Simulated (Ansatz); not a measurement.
Reaction (formal hydrolysis of the Si–S bond): `F[Si](F)(F)S[Si](F)(F)F` + H₂O → `O[Si](F)(F)F` + `F[Si](F)(F)S`

Program: Ansatz. Geometries: PBE0-D4/def2-TZVP. ΔE: electronic, gas phase. CBS: MP2 limit from def2 TZ/QZ plus the TZ coupled-cluster correction, frozen cores. This one scheme is used for every species. DFT in def2-TZVPP. One conformer a species, not always the lowest.

| level | ΔE (kJ/mol) |
| --- | --- |
| BLYP-D4 | -53.2 |
| ωB97M-V | -61.6 |
| r2SCAN | -62.5 |
| r2SCAN0 | -66.5 |
| CCSD/def2-SVP | -71.5 |
| HF/def2-TZVPP | -90.4 |
| SCS-MP2/def2-QZVPP | -66.4 |
| HF/CBS(def2) | -90.8 |

What does CCSD(T)/CBS give? (Estimate.)

The calculation gave: -61.8 kJ/mol. The listed levels differ from it by 8.6, 0.2, -0.7, -4.7, -9.7, -28.6, -4.6, -29.0 kJ/mol.

Largest T1 diagnostic among the species: 0.012.

From BLYP to BHLYP (50 % exact exchange), in def2-TZVPP and without D4, ΔE moves by −9.0 kJ/mol. Leaving LDA and LC-ωPBE aside and taking each functional with its dispersion term where it has one, the values, not all of them listed here, spread over 30.8 kJ/mol, from B2PLYP to revPBE-D4. LDA lies −3.4 kJ/mol from PBE without D4. In def2-TZVPP, CCSD(T) changes the Hartree–Fock value by +22.9 kJ/mol (the triples alone add +4.7 kJ/mol) and MP2 by +26.9 kJ/mol.
